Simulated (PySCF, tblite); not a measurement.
C4H9AlF2O.
Numbering: `[CH3:1][O+:2]([AlH3-:3])[CH2:4]/[C:5]([F:6])=[CH:7]/[F:8]` (hydrogens: H9, H10, H11 on C1; H12, H13, H14 on Al3; H15, H16 on C4; H17 on C7)

Structure used (GFN2-xTB), in Å, numbered top down from 1:
```xyz
17
C4H9AlF2O angstrom
C      0.9278   -1.2765    0.6894
O      0.6379   -0.3189   -0.3089
Al     1.7684    1.1926   -0.3259
C     -0.5821   -0.5097   -0.9901
C     -1.7696   -0.1325   -0.1454
F     -2.7773   -1.0269   -0.1836
C     -1.8266    0.9726    0.5837
F     -2.8696    1.2966    1.3448
H      0.1438   -1.3030    1.4493
H      1.0543   -2.2680    0.2472
H      1.8652   -0.9556    1.1454
H      1.5425    1.6652    1.1641
H      0.9739    1.9372   -1.4686
H      3.1241    0.4662   -0.6450
H     -0.5209    0.1399   -1.8698
H     -0.6862   -1.5532   -1.3122
H     -1.0125    1.6860    0.6160
```

Jobs on this species (17 atoms, 72 electrons) with PySCF (density fitting) and tblite. Hardware of each: an Arm Neoverse N1 with one thread, shared host. Times come from a shared host and carry two figures at best.

Question: Rank these jobs by wall time, shortest first.
A. GFN2-xTB; L-BFGS relaxation
B. GFN2-xTB; Hessian by finite differences
C. PBE0/pcSseg-1; shieldings, charges and field gradients, density and orbital grids written; 188 basis functions

Answer: B (1.0 s), A (1.9 s), C (67 s).

All jobs:

| level and settings | work | basis functions | SCF cycles | wall time |
| --- | --- | --- | --- | --- |
| GFN2-xTB | Hessian by finite differences | – | – | 1.0 s |
| GFN2-xTB | L-BFGS relaxation | – | – | 1.9 s |
| PBE0/pcSseg-1 | shieldings, charges and field gradients, density and orbital grids written | 188 | 13 | 67 s |

What do all jobs in the table cost together?

About 70 s; the longest takes about 96 % of that, and about 67 times as long as the shortest.
